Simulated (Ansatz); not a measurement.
`[OH][Al]([Br])[Br]` and `[NH2][Al]([Br])[Br]` differ in one atom or group.

Ansatz, PBE0-D4/def2-TZVP geometries, multiplicity 1. Each molecule was computed in one conformer, which needn't be the lowest.

Scalar relativity is left out up to krypton.

```tsv
property	`[OH][Al]([Br])[Br]`
HOMO energy (B3LYP/def2-TZVPP) / eV	-8.35
size of the dipole moment (ωB97M-V/def2-TZVPP) / D	1.54
HOMO–LUMO gap (ωB97M-V/def2-TZVPP) / eV	11.37
size of the dipole moment (PBE/def2-TZVPP) / D	1.45
HOMO energy (PBE/def2-TZVPP) / eV	-7.34
size of the dipole moment (B3LYP/def2-TZVPP) / D	1.50
```

(1) Give the same properties after the change, and the shifts. (Best estimate.)

Answers

(1) The calculation gave: 
```csv
property,`[NH2][Al]([Br])[Br]`,shift
HOMO energy (B3LYP/def2-TZVPP) / eV,-7.74,0.61
size of the dipole moment (ωB97M-V/def2-TZVPP) / D,2.26,0.72
HOMO–LUMO gap (ωB97M-V/def2-TZVPP) / eV,11.23,-0.14
size of the dipole moment (PBE/def2-TZVPP) / D,2.22,0.77
HOMO energy (PBE/def2-TZVPP) / eV,-6.59,0.75
size of the dipole moment (B3LYP/def2-TZVPP) / D,2.24,0.74
```

With PBE0 the HOMO rises by 0.64 eV and the LUMO rises by 0.35 eV, so the gap narrows by about 0.29 eV. PBE moves the HOMO by 0.75 eV and ωB97M-V by 0.47 eV. The zero-point energy changes by 31.8 kJ/mol with +3 modes. Dipoles are sizes alone; their direction can turn.

B3LYP here is the variant with VWN-RPA as its local correlation; programs differ in this.

Spin–orbit coupling is left out; it splits and shifts lone-pair levels of the heavy atoms by tenths of an eV.
